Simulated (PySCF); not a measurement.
Species: C6H8N2OSi.
Structure used (PBE0-D3(BJ)/def2-SVP), in Å, numbered top down from 1:
```xyz
18
C6H8N2OSi angstrom
C      4.2766   -0.2857   -0.4936
C      3.1806    0.2283   -0.3752
Si     1.5381    1.0096   -0.1915
N      0.3782   -0.3277   -0.0508
C      0.5831   -1.6976   -0.0669
N     -0.5230   -2.3662    0.0712
C     -1.5286   -1.4333    0.1854
C     -0.9792   -0.1765    0.1115
O     -1.4554    1.0738    0.1598
C     -2.8441    1.1875    0.3379
H      5.2481   -0.7358   -0.6020
H      1.4988    1.8426    1.0382
H      1.2219    1.8295   -1.3896
H      1.5822   -2.1164   -0.1850
H     -2.5721   -1.7140    0.3117
H     -3.0789    2.2585    0.3639
H     -3.1619    0.7196    1.2857
H     -3.3910    0.7125   -0.4949
```

Level: PBE0/pcSseg-1 in PySCF, non-relativistic, on one gas-phase PBE0-D3(BJ)/def2-SVP geometry that isn't relaxed in the solvent. The solvent is an IEF-PCM continuum (Bondi radii, 1.10 Å for H, scaled by 1.2). Specific hydrogen bonds and non-electrostatic terms are outside this model.

Gas phase at PBE0/pcSseg-1: HOMO -6.03 eV, LUMO -0.65 eV, dipole 2.98 D.

Question: What does the continuum do to the energy, the frontier levels and the dipole at PBE0/pcSseg-1 in tetrahydrofuran and acetone?

Answer: 
| solvent | ε | E(solvent) − E(gas) (kJ/mol) | polarisation term (kJ/mol) | distortion of the solute (kJ/mol) | HOMO (eV) | LUMO (eV) | dipole (D) |
| --- | --- | --- | --- | --- | --- | --- | --- |
| tetrahydrofuran | 7.426 | -30.72 | -34.90 | 4.18 | -6.20 | -0.54 | 3.72 |
| acetone | 20.49 | -35.61 | -41.22 | 5.61 | -6.23 | -0.53 | 3.84 |

The polarisation term is half the interaction of the solute with the surface charges that it induces; the rest is the cost of distorting the solute's density. The sum is the electrostatic part of solvation alone. From tetrahydrofuran to acetone the lowering changes by a factor 1.16, Onsager's factor (ε − 1)/(2ε + 1) by 1.15 and ε itself by 2.8.

Question: Which radius a makes the point-dipole formula ΔE = −[(ε − 1)/(2ε + 1)]·μ²/a³ give the value in acetone, with the gas-phase dipole?

Answer: μ = 1.172 au and |ΔE| = 0.01356 Eh give a = 1.91 Å; the farthest nucleus lies 5.34 Å from the centroid of the nuclei, so such a sphere wouldn't even hold the nuclei. The formula assumes a rigid point dipole at the centre of a sphere.

Question: Give the dipole vector in the frame of the coordinates (D, pointing from negative to positive charge), gas and acetone.

Answer: Gas (0.49, 2.94, -0.05), solvent (0.66, 3.78, -0.07). Its length changes by +29 % and its direction by less than 1°.

Question: Which Hirshfeld charges (PBE0/pcSseg-1) respond most in acetone (means over atoms taken as equivalent)?

Answer: 
```csv
atoms,environment,gas (e),solvent (e),change
N6,pyridine-type nitrogen,-0.212,-0.255,-0.043
H11,alkyne hydrogen,+0.108,+0.123,+0.015
C2,alkyne carbon,-0.151,-0.162,-0.011
C7,aromatic CH next to a ring nitrogen,-0.080,-0.091,-0.011
H16/H17/H18,methyl hydrogen,+0.051,+0.057,+0.006
H14,aromatic hydrogen,+0.053,+0.059,+0.006
H15,aromatic hydrogen,+0.046,+0.051,+0.005
C1,terminal alkyne carbon,-0.060,-0.056,+0.004
```

Question: Which Mayer bond orders change most in acetone?

Answer: 
```json
{"bond": "C1–C2", "length (Å)": "1.216", "gas": "2.552", "solvent": "2.522", "change": "-0.030"}
{"bond": "N4–C5", "length (Å)": "1.385", "gas": "1.094", "solvent": "1.115", "change": "+0.021"}
{"bond": "Si3–N4", "length (Å)": "1.776", "gas": "0.805", "solvent": "0.785", "change": "-0.020"}
{"bond": "C8–O9", "length (Å)": "1.339", "gas": "1.003", "solvent": "1.022", "change": "+0.019"}
{"bond": "O9–C10", "length (Å)": "1.405", "gas": "0.905", "solvent": "0.886", "change": "-0.019"}
{"bond": "C5–N6", "length (Å)": "1.300", "gas": "1.678", "solvent": "1.662", "change": "-0.016"}
{"bond": "N6–C7", "length (Å)": "1.376", "gas": "1.275", "solvent": "1.265", "change": "-0.010"}
{"bond": "C7–C8", "length (Å)": "1.374", "gas": "1.524", "solvent": "1.534", "change": "+0.010"}
```
